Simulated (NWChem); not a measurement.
System: AlI2F; SMILES [F][Al]([I])[I]

Excerpt of the output:

```
             Northwest Computational Chemistry Package (NWChem) 7.3.0
             --------------------------------------------------------

 C2V symmetry detected

                             Geometry "geometry" -> ""
                             -------------------------

 Output coordinates in angstroms (scale by  1.889725989 to convert to a.u.)

  No.       Tag          Charge          X              Y              Z
 ---- ---------------- ---------- -------------- -------------- --------------
    1 Al                  13.0000     0.00000000     0.00000000    -0.85702442
    2 F                    9.0000     0.00000000     0.00000000    -2.52975842
    3 I                   53.0000     2.15855600     0.00000000     0.31989758
    4 I                   53.0000    -2.15855600     0.00000000     0.31989758

 Effective nuclear repulsion energy (a.u.)     819.1471061995

      Symmetry information
      --------------------

 Group name             C2v
 Group number             16
 Group order               4
 No. of unique centers     3

                                 NWChem DFT Module
                                 -----------------

 Summary of "ao basis" -> "ao basis" (spherical)
 ------------------------------------------------------------------------------
       Tag                 Description            Shells   Functions and Types
 ---------------- ------------------------------  ------  ---------------------
 Al                         def2-svp                 8       18   4s3p1d
 F                          def2-svp                 6       14   3s2p1d
 I                          def2-svp                10       26   4s4p2d

      Symmetry analysis of basis
      --------------------------

        a1         34
        a2         10
        b1         25
        b2         15

            General Information
            -------------------
          SCF calculation type: DFT
          Wavefunction type:  closed shell.
          No. of atoms     :     4
          No. of electrons :    72
           Alpha electrons :    36
            Beta electrons :    36
          Charge           :     0
          Spin multiplicity:     1
          Use of symmetry is: on ; symmetry adaption is: on
          Maximum number of iterations: 150
          AO basis - number of functions:    84
                     number of shells:    34
          Convergence on energy requested:  1.00D-06
          Convergence on density requested:  1.00D-05
          Convergence on gradient requested:  5.00D-04

              XC Information
              --------------
                        Slater Exchange Functional  1.000 local
            Perdew 1991 LDA Correlation Functional  1.000 local

             Grid Information
             ----------------
          Grid used for XC integration:  medium
          Radial quadrature: Mura-Knowles
          Angular quadrature: Lebedev.
          Tag              B.-S. Rad. Rad. Pts. Rad. Cut. Ang. Pts.
          ---              ---------- --------- --------- ---------
          Al                  1.25       88           9.0       590
          F                   0.50       49          10.0       434
          I                   1.40      123          12.0       590
          Grid pruning is: on
          Number of quadrature shells:   260
          Spatial weights used:  Erf1

      Superposition of Atomic Density Guess
      -------------------------------------

 Sum of atomic energies:       -1035.33816833

      Non-variational initial energy
      ------------------------------

 Total energy =    -934.833737
 1-e energy   =   -2149.639884
 2-e energy   =     894.665376
 HOMO         =      -0.349773
 LUMO         =      -0.037685

      Symmetry analysis of molecular orbitals - initial
      -------------------------------------------------

  Numbering of irreducible representations:

     1 a1          2 a2          3 b1          4 b2

  Orbital symmetries:

     1 a1          2 a1          3 a1          4 b1          5 a1
     6 b1          7 a1          8 b2          9 a2         10 b1
    11 a1         12 a1         13 b1         14 b2         15 a1
    16 b1         17 a1         18 b2         19 a2         20 b1
    21 a1         22 b2         23 a2         24 b1         25 a1
    26 a1         27 b1         28 a1         29 b1         30 b2
    31 a1         32 b1         33 a1         34 b2         35 a2
    36 b1         37 a1         38 b2         39 a1         40 b1
    41 a1         42 b1         43 a2         44 a1         45 b2
    46 a1

     ---------------------------------------------
      Total Density - Mulliken Population Analysis
     ---------------------------------------------

    Atom       Charge   Shell Charges
 -----------   ------   -------------------------------------------------------
    1 Al  13    11.59   2.00  1.99  0.71  0.09  5.93  0.46  0.26  0.16
    2 F    9     9.68   1.99  1.15  0.79  3.56  2.18  0.00
    3 I   25    25.37   1.83  0.22  1.22  0.68  2.92  3.13  2.64  2.71  9.82  0.19
    4 I   25    25.37   1.83  0.22  1.22  0.68  2.92  3.13  2.64  2.71  9.82  0.19

   convergence    iter        energy       DeltaE   RMS-Dens  Diis-err
 ---------------- ----- ----------------- --------- --------- ---------
 d= 0,ls=0.0,diis     1   -935.0742794112 -1.26D+03  3.01D-02  1.00D+00
 d= 0,ls=0.0,diis     2   -934.5106962923  5.64D-01  2.01D-02  7.04D+00
 d= 0,ls=0.0,diis     3   -935.1795582658 -6.69D-01  6.52D-03  9.31D-02
 d= 0,ls=0.0,diis     4   -935.1770802488  2.48D-03  3.85D-03  8.10D-02
 d= 0,ls=0.0,diis     5   -935.1919898502 -1.49D-02  4.28D-04  7.63D-04
  Resetting Diis
 d= 0,ls=0.0,diis     6   -935.1921224202 -1.33D-04  1.00D-04  5.16D-05
 d= 0,ls=0.0,diis     7   -935.1921284990 -6.08D-06  3.89D-05  2.01D-06
 d= 0,ls=0.0,diis     8   -935.1921279794  5.20D-07  2.13D-05  8.25D-06
 d= 0,ls=0.0,diis     9   -935.1921287436 -7.64D-07  5.19D-06  1.63D-07

         Total DFT energy =     -935.192128743613
      One electron energy =    -2150.674926436888
           Coulomb energy =      966.411225702566
    Exchange-Corr. energy =      -71.069198927966
 Nuclear repulsion energy =      320.140770918675

 Numeric. integr. density =       72.000002779350

                  Occupations of the irreducible representations
                  ----------------------------------------------

                     irrep           alpha         beta
                     --------     --------     --------
                     a1               15.0         15.0
                     a2                4.0          4.0
                     b1               11.0         11.0
                     b2                6.0          6.0

                       DFT Final Molecular Orbital Analysis
                       ------------------------------------

 Vector   34  Occ=2.000000D+00  E=-2.729982D-01  Symmetry=a1
              MO Center= -4.3D-14,  8.6D-16,  2.5D-01, r^2= 6.2D+00
   Bfn.  Coefficient  Atom+Function         Bfn.  Coefficient  Atom+Function
  ----- ------------  ---------------      ----- ------------  ---------------
    45      0.387724  3 I  pz                71      0.387724  4 I  pz
    48      0.333711  3 I  pz                74      0.333711  4 I  pz
    42     -0.158257  3 I  pz                68     -0.158257  4 I  pz
    43     -0.150250  3 I  px                69      0.150250  4 I  px
    39     -0.127678  3 I  pz                65     -0.127678  4 I  pz

 Vector   35  Occ=2.000000D+00  E=-2.652295D-01  Symmetry=a2
              MO Center=  1.6D-13,  7.0D-16,  2.9D-01, r^2= 6.5D+00
   Bfn.  Coefficient  Atom+Function         Bfn.  Coefficient  Atom+Function
  ----- ------------  ---------------      ----- ------------  ---------------
    44      0.432838  3 I  py                70     -0.432838  4 I  py
    47      0.387139  3 I  py                73     -0.387139  4 I  py
    41     -0.177029  3 I  py                67      0.177029  4 I  py
    38     -0.142719  3 I  py                64      0.142719  4 I  py
    14      0.057967  1 Al d -2

 Vector   36  Occ=2.000000D+00  E=-2.562752D-01  Symmetry=b1
              MO Center=  7.2D-14, -9.4D-16,  2.5D-01, r^2= 6.6D+00
   Bfn.  Coefficient  Atom+Function         Bfn.  Coefficient  Atom+Function
  ----- ------------  ---------------      ----- ------------  ---------------
    45      0.360805  3 I  pz                71     -0.360805  4 I  pz
    48      0.313807  3 I  pz                74     -0.313807  4 I  pz
    43     -0.256449  3 I  px                69     -0.256449  4 I  px
    46     -0.222786  3 I  px                72     -0.222786  4 I  px
    42     -0.146567  3 I  pz                68      0.146567  4 I  pz

 Vector   37  Occ=0.000000D+00  E=-1.052263D-01  Symmetry=a1
              MO Center=  1.4D-15,  5.7D-16, -3.5D-01, r^2= 5.6D+00
   Bfn.  Coefficient  Atom+Function         Bfn.  Coefficient  Atom+Function
  ----- ------------  ---------------      ----- ------------  ---------------
     4      0.817618  1 Al s                  3      0.670098  1 Al s
    46      0.440954  3 I  px                72     -0.440954  4 I  px
     2      0.326684  1 Al s                 43      0.263123  3 I  px
    69     -0.263123  4 I  px                36     -0.261187  3 I  s
    62     -0.261187  4 I  s                 35     -0.225967  3 I  s

[...]
```

Level: LDA (Slater exchange, PW92)/def2-SVP with def2 effective core potentials on I. The geometry was optimised at PBE-D3(BJ)/def2-SVP. def2 effective core potentials on I; no spin-orbit coupling.

Q: Write an input that gives this output.

A: Several could match; the one computed here: the input that was run:
```
start job
memory heap 200 mb stack 900 mb global 1100 mb
geometry units angstroms noautoz
  Al     0.000000     0.000000    -0.851514
  F      0.000000     0.000000    -2.524248
  I      2.158556     0.000000     0.325408
  I     -2.158556     0.000000     0.325408
end
basis spherical
  * library def2-svp
end
ecp
  I library def2-ecp
end
dft
  xc slater pw91lda
  iterations 150
  mulliken
end
task dft energy
```
